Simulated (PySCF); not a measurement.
Ligand exchange on a metal centre used in film growth or etching (Hf Cl-Br). Gas-phase values, no solvent.

The dipole moment from two functionals at the same geometries (BP86-D3(BJ)/def2-SVP), both in PySCF: PBE-D3(BJ)/def2-TZVP and B3LYP-D3(BJ)/def2-TZVP. B3LYP has the VWN-RPA correlation part, as in Gaussian. 

```tsv
species	PBE-D3(BJ)/def2-TZVP (D)
0 of 4 Cl replaced by Br	0.00
3 of 4 Cl replaced by Br ([Hf(Cl)(Br)3])	0.15
4 of 4 Cl replaced by Br ([Hf(Br)4])	0.00
```

### Question
What does B3LYP-D3(BJ)/def2-TZVP give for each?

### Answer

- 0 of 4 Cl replaced by Br: 0.00
- 3 of 4 Cl replaced by Br ([Hf(Cl)(Br)3]): 0.13
- 4 of 4 Cl replaced by Br ([Hf(Br)4]): 0.00
Over these rows, drawn at random from the members with no instability flagged (it was tested for open shells, ions and some series alone), PBE minus B3LYP-D3(BJ): mean +0.01 D, from 0.00 D to +0.02 D.
